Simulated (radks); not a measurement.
Excited configurations of Hf3+: one electron is placed in a higher orbital outside [Xe] 4f14. The ground configuration is [Xe] 4f14 5d1. Calculated with a radial shooting solver on a logarithmic mesh with Libxc functionals: Dirac Kohn-Sham, LDA (Slater exchange, Perdew-Wang correlation), spin-unpolarised, spherical densities, finite nucleus; open shells fill j = l - 1/2 first; Fermi nuclear charge, rms radius 5.347 fm. Excitation = E - E(ground); binding = E(ion) - E, where the ion is the core of charge +4; n* = 4/sqrt(2 binding) in atomic units, and the quantum defect is n - n*.

outer orbital  excitation (eV)  binding (eV)  quantum defect  eigenvalue (eV)  <r> (bohr)
5f5/2                   19.353        14.189           1.083          -11.885       4.162
6p1/2                    8.117        25.425           3.074          -22.234       3.118
6d3/2                   17.304        16.238           2.339          -14.165       4.451
6f5/2                   24.197         9.345           1.173           -8.104       7.317
7s1/2                   17.123        16.419           3.359          -14.637       5.110
7p1/2                   19.463        14.079           3.068          -12.499       5.730
7d3/2                   23.474        10.068           2.350           -8.912       7.576
7f5/2                   27.000         6.542           1.232           -5.777       11.21

The Delta-SCF ionisation energy is 33.542 eV (NIST Atomic Spectra Database: 33.37 eV, semi-empirical). Self-interaction in the functional shifts the binding energies and quantum defects, so they are the method's values and not measured ones. Spin polarisation and multiplet splitting are left out, so open shells lie too high by an amount that depends on their filling.

Beside tabulated values, note that spin-unpolarised runs miss the spin-polarisation part of the exchange energy of open shells.
